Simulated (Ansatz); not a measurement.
CH$_{4}$F$_{2}$OSi (`OC(F)(F)[SiH3]`), relaxed with RKS PBE-D4/def2-SVP in Ansatz from a rough embedded geometry. The force threshold is 0.03 eV/Å; the program also tests the step.

The species carries charge 0 and has multiplicity 1.

Start:

```xyz
9

O    -0.156   -1.712    0.209
C     0.088   -0.380    0.517
F     1.351   -0.387    0.964
F    -0.588   -0.115    1.611
Si   -0.126    0.915   -0.768
H    -0.014   -2.189    1.072
H     0.262    2.261   -0.311
H    -1.514    0.975   -1.257
H     0.696    0.633   -2.037
```

By how much does the energy fall, and how many steps does the optimiser take? (Estimate.)

The calculation gave: 0.56 eV, in 5 steps, 1 of them rejected.

Which bonds change most? (An estimate is asked.)

The calculation gave: C2–Si5 from 1.837 to 1.937 Å; C2–F4 from 1.314 to 1.386 Å; C2–F3 from 1.340 to 1.387 Å; Si5–H9 from 1.538 to 1.500 Å.

Give the relaxed structure. (Estimate.)

The calculation gave: 
```xyz
9

O    -0.197   -1.634    0.165
C     0.132   -0.380    0.578
F     1.448   -0.343    1.013
F    -0.614   -0.027    1.692
Si   -0.135    0.916   -0.838
H    -0.046   -2.247    0.917
H     0.257    2.256   -0.292
H    -1.581    0.911   -1.233
H     0.736    0.547   -2.001
```
